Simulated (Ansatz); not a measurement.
Consider the formal exchange of groups at a Ge–C bond: `F[CH]([SiH3])[GeH3]` + `C[SiH3]` → `C[SiH2][GeH3]` + `FC[SiH3]`.

Program: Ansatz. Geometries: PBE0-D4/def2-TZVP. ΔE: electronic, gas phase. CCSD(T)/CBS is the MP2 limit (def2-TZVPP, def2-QZVPP) plus CCSD(T) − MP2 in def2-TZVPP, frozen cores. This one scheme is used for every species. DFT in def2-TZVPP. For Ge outer-core shells are correlated without core-valence functions, which leaves a few kJ/mol of doubt a bond. Scalar relativity is left out up to krypton.

```
              species  PBE0 energy (Eh)
`F[CH]([SiH3])[GeH3]`       -2508.15644
            `C[SiH3]`        -331.05158
      `C[SiH2][GeH3]`       -2409.00068
           `FC[SiH3]`        -430.22520
```

**Question.** Work out ΔE.

**Answer.** ΔE = (-2409.00068) + (-430.22520) − (-2508.15644) − (-331.05158) = -0.01786 Eh = -11.2 kcal/mol. CCSD(T)/CBS gives -8.8 kcal/mol.

Largest T1 diagnostic among the species: 0.012.
